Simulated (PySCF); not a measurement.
Compound: BBrFH.
SMILES with atom numbers: `[F:1][BH:2][Br:3]` (hydrogens: H4 on B2)

A GFN2-xTB structure was refined with PBE0-D3(BJ)/def2-SVP geometry optimisation, gas phase (PySCF). Its GFN2-xTB values:

```json
{"coordinate": "F1–B2", "GFN2-xTB": "1.306 Å"}
{"coordinate": "B2–Br3", "GFN2-xTB": "1.854 Å"}
{"coordinate": "B2–H4", "GFN2-xTB": "1.171 Å"}
{"coordinate": "F1–B2–Br3", "GFN2-xTB": "118.0°"}
{"coordinate": "F1–B2–H4", "GFN2-xTB": "119.3°"}
{"coordinate": "Br3–B2–H4", "GFN2-xTB": "122.7°"}
```

**Question.** How do these coordinates change at the PBE0-D3(BJ)/def2-SVP level?

**Answer.** 
```
coordinate  PBE0-D3(BJ)/def2-SVP (Å or °)  change
    B2–Br3                          1.903  +0.049
     B2–H4                          1.202  +0.031
     F1–B2                          1.310  +0.004
 Br3–B2–H4                          120.4    -2.3
 F1–B2–Br3                          119.2    +1.2
  F1–B2–H4                          120.4    +1.1
```

The energy falls by 1.00 kcal/mol over 5 energy and gradient evaluations, the largest force component goes from 0.0218 to 2.3e-04 Eh/bohr, and the atoms move by 0.029 Å rms after alignment. The bond that changes most is B2–Br3 (ends: three-coordinate boron; bromine bonded to B), which lengthens by 0.049 Å. Bonds longer at the end by more than 0.005 Å: 2 of 3; shorter: 0. Rotational constants go from 59223, 3911, 3669 to 58941, 3726, 3504 MHz.

The run used 65 basis functions and 28 SCF cycles in all. Time: 5.9 s wall; peak memory 0.30 GiB. Hardware: one thread, Arm Neoverse V1 (aarch64), shared host with 32 logical CPUs at a one-minute load of 12.

No frequency check.
